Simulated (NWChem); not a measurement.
# CH2NS, doublet; SMILES N[C]=S

```xyz
5

N      0.1480     1.5855     0.0000
C     -0.4264     0.4052     0.0000
S      0.0394    -1.1217     0.0000
H      1.1623     1.7022     0.0000
H     -0.4109     2.4310     0.0000
```
Atoms are numbered in this order, from 1.

All runs: NWChem. Pople sets run with spherical d functions. Spin-unrestricted. In the optimisation the excess spin sits in a' (Cs, its own frame). All runs use the structure optimised with PBE0/def2-SVP, spin-unrestricted. No stability test was run on the SCF state. Atomic charges in e: unrestrained fits to the electrostatic potential beside Mulliken populations; buried atoms are poorly determined by the fit.

### Question
What does the run give for UHF/6-31G*? Quantities: ESP N1; Mulliken N1; ESP C2; Mulliken C2; ESP S3; Mulliken S3; relative RMS misfit of the potential (%).

### Answer
```yaml
ESP N1: -0.41
Mulliken N1: -0.85
ESP C2: 0.10
Mulliken C2: 0.18
ESP S3: -0.29
Mulliken S3: -0.17
relative RMS misfit of the potential (%): 25
```
